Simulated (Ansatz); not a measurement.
C₆H₁₈B₂O₂, SMILES `CC[B@H-]1[O+](C)[B@@H-](CC)[O+]1C` at its PBE0-D4/def2-TZVP geometry, where that method's forces vanish. Charge 0, multiplicity 1.

```xyz
28

C    -0.0024   -0.7121    2.6581
C     1.3606   -0.4954    2.0101
B     1.3267    0.0045    0.5100
O     0.3969    1.2225    0.2685
C     0.9572    2.5037    0.0528
B    -0.3086    0.4789   -0.8910
C    -1.8835    0.4491   -0.7585
C    -2.5523   -0.4973   -1.7511
O     0.3915   -0.8217   -0.4130
C     0.9654   -1.7086   -1.3562
H    -0.5866   -1.4557    2.1095
H    -0.5871    0.2116    2.6668
H     0.0826   -1.0576    3.6919
H     1.9463    0.2239    2.5981
H     1.9468   -1.4232    2.0488
H     2.3925    0.1863   -0.0417
H     1.4684    2.8155    0.9639
H     1.6642    2.4766   -0.7801
H     0.1494    3.2020   -0.1674
H     0.1591    0.8241   -1.9580
H    -2.1667    0.1756    0.2651
H    -2.2646    1.4666   -0.9165
H    -3.6428   -0.4654   -1.6827
H    -2.2804   -0.2508   -2.7819
H    -2.2524   -1.5346   -1.5736
H     1.6654   -1.1756   -2.0044
H     1.4888   -2.4968   -0.8142
H     0.1658   -2.1461   -1.9534
```

What forces (eV/Å) does r2SCAN-D4/def2-TZVPP give on these atoms in Ansatz 0.2.0? (Best estimate.)

Ansatz gave: 
```
C1  -0.130 -0.023  0.071
C2   0.109  0.019 -0.063
B3   0.236 -0.018  0.078
O4  -0.173 -0.113  0.160
C5   0.138  0.340 -0.044
B6  -0.105  0.072 -0.200
C7   0.062  0.085  0.087
C8  -0.072 -0.089 -0.096
O9  -0.189 -0.014  0.194
C10  0.145 -0.246 -0.245
H11  0.004  0.009  0.005
H12  0.005 -0.010 -0.001
H13 -0.011  0.004 -0.012
H14  0.006 -0.004  0.005
H15  0.006 -0.001  0.008
H16 -0.026 -0.001 -0.001
H17 -0.007 -0.013 -0.010
H18 -0.004 -0.003  0.004
H19  0.006 -0.017  0.001
H20 -0.001 -0.011  0.021
H21 -0.003  0.001  0.009
H22 -0.006  0.004  0.008
H23  0.013 -0.008 -0.006
H24 -0.002 -0.006  0.013
H25 -0.001  0.014  0.000
H26 -0.003  0.000  0.005
H27 -0.006  0.015  0.000
H28  0.008  0.014  0.010
```
